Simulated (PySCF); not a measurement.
# Computed properties of C2H9OPSi, SMILES C[Si](C)(O)P

Si(Me)2(OH)(PH2) (C2H9OPSi), SMILES C[Si](C)(O)P. Geometry: B3LYP-D3(BJ)/def2-SVP. One conformer was computed; it need not be the lowest. All values are computed for the isolated molecule unless a solvent is named; none is compared with measurement here.

**Structure.** All 36 harmonic modes at B3LYP-D3(BJ)/def2-SVP (PySCF) are real, so it is a minimum. With heavy atoms numbered as in [CH3:1][Si:2]([CH3:3])([OH:4])[PH2:5], the shortest bond between them is Si2–O4 at 1.680 Å and the longest Si2–P5 at 2.272 Å.

**Vibrations.** The strongest infrared lines (harmonic, unscaled, degenerate partners summed) lie at 866 cm⁻¹ (177 km/mol, H 59 %, Si 18 %, C 18 %), 800 cm⁻¹ (99 km/mol, H 45 %, O 26 %, Si 15 %, C 14 %), 918 cm⁻¹ (93 km/mol, Si 38 %, H 35 %, O 20 %). The softest mode is at 99 cm⁻¹ and the zero-point energy is 65.8 kcal/mol.

**Electronic structure.** PBE0/def2-TZVP (PySCF) places the frontier levels at -7.16 and 0.35 eV, a gap of 7.51 eV, and gives a dipole moment of 2.67 D and a mean polarisability of 80.3 bohr³. PBE/def2-TZVP (PySCF) at the same geometry gives -6.05 and -0.51 eV, so its gap is 1.97 eV narrower. An orbital gap is neither the optical nor the fundamental gap.

**Excitations.** TDDFT-B3LYP/def2-SVPD (PySCF) has S1 at 5.90 eV (210 nm, f = 0.016, weak); the most intense of the 10 singlets computed lies at 7.19 eV (f = 0.25). T1 (TDA) is at 5.54 eV. TDDFT-PBE/def2-SVPD (PySCF) puts S1 at 5.40 eV. No vertical singlet excitation falls in the visible range (under 3.1 eV).

**NMR.** GIAO shifts at KT2/pcSseg-1 (PySCF) (non-relativistic, atoms alike by connectivity averaged): ¹³C at 9.2 ppm against TMS; ¹H from 0.6 to 1.7 ppm against TMS; ²⁹Si at 38.3 ppm against TMS.
